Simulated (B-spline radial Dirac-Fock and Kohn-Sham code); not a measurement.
**Diagram lines of Sn⁺**

System: the Sn⁺ ion, [Kr] 4d10 5s2 5p1.

The computed values come from an atomic code on a B-spline grid: Dirac-Fock energy differences between relaxed states, corrected for Breit and QED terms. A line energy is the difference of two single-hole energies; the list is a selection of electric-dipole transitions between resolved j subshells. Correlation energy is missing from these numbers.

```
        line  energy (eV)  wavelength (Å)
 Kβ2' (K-N3)      29105.0         0.42599
Kβ2'' (K-N2)      29097.4         0.42610
  Kβ1 (K-M3)      28482.2         0.43530
  Kβ3 (K-M2)      28439.6         0.43596
  Kα1 (K-L3)      25269.6         0.49065
  Kα2 (K-L2)      25042.0         0.49510
 Lγ3 (L1-N3)       4377.3          2.8325
 Lγ2 (L1-N2)       4369.7          2.8374
 Lγ1 (L2-N4)       4133.4          2.9996
 Lγ5 (L2-N1)       4011.2          3.0910
 Lβ7 (L3-O1)       3926.4          3.1577
 Lβ2 (L3-N5)       3906.9          3.1735
Lβ15 (L3-N4)       3905.8          3.1743
 Lβ6 (L3-N1)       3783.6          3.2769
 Lβ3 (L1-M3)       3754.4          3.3023
 Lβ4 (L1-M2)       3711.9          3.3402
 Lβ1 (L2-M4)       3663.9          3.3840
 Lα1 (L3-M5)       3444.8          3.5992
 Lα2 (L3-M4)       3436.3          3.6080
  Lη (L2-M1)       3269.7          3.7919
```
